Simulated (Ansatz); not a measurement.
H$_{2}$BClSe, singlet, at a GFN2-xTB geometry; Ansatz (an electronic-structure program) with SC-NEVPT2/STO-3G, CASSCF(4,3).

Input for Ansatz:
Ansatz 0.2 input:
```yaml
crystal:
  periodic: [false, false, false]
  atoms:
    - {symbol: B, position_ang: [-0.03030349, 0.10381084, -0.97323285]}
    - {symbol: Cl, position_ang: [-1.69095258, 0.45738449, -1.05074329]}
    - {symbol: H, position_ang: [0.61045599, 0.06845146, -1.95215427]}
    - {symbol: Se, position_ang: [0.84052215, -0.24314466, 0.67993066]}
    - {symbol: H, position_ang: [-0.29049795, -0.09612349, 1.56331193]}
basis:
  gaussian:
    orbitals: STO-3G
magnetization: {spin_polarized: false}
correlation: {method: sc_nevpt2, electrons: all, active_space: {window: {electrons: 4, orbitals: 3}}}
```

Problem. What does Ansatz print? Leave out banner, timings and long lists.

Solution. 
```
Functional definition: HF
368 factors; integrals over basis functions are off by at most 4.6e-5 eV
mean field evaluation 1: about -77651.9232 eV, gradient 2.1e1 eV
mean field evaluation 2: about -77651.9504 eV, gradient 2.1e1 eV
mean field evaluation 4: about -77653.8637 eV, gradient 1.2e0 eV
mean field evaluation 8: about -77653.8714 eV, gradient 1.7e-6 eV
mean field -77653.87142816 eV, -2853.7271393004 hartree, gradient 5.7e-7 eV, S^2 0.000000; 0 other end points of the search recorded, 0 dependent functions left out
reference -77653.87142816 eV, -2853.7271393004 hartree; 29, 29 occupied and 5, 5 virtual orbitals, 368 factors
state -77654.36048037 eV, -2853.7451116377 hartree
state -77654.36048037 eV, -2853.7451116377 hartree; corrected -77655.89249175 eV, -2853.8014120173 hartree
state -77654.14677314 eV, -2853.7372580418 hartree
state -77654.14677314 eV, -2853.7372580418 hartree; corrected -77655.79990963 eV, -2853.7980096874 hartree
state -77654.36048037 eV, -2853.7451116377 hartree; corrected -77655.89249175 eV, -2853.8014120173 hartree
2 active orbitals were swapped for others, from the solution at -77654.14676581 eV, -2853.7372577723 hartree to that at -77654.36047087 eV, -2853.7451112884 hartree; typed "places" are swapped only where nearly empty or full, and so, without "given_window_search", are "orbital_numbers", "shells" and a window whose orbitals a file names under [Active]
Total energy: -77655.89249175 eV, -2853.8014120173 hartree
```
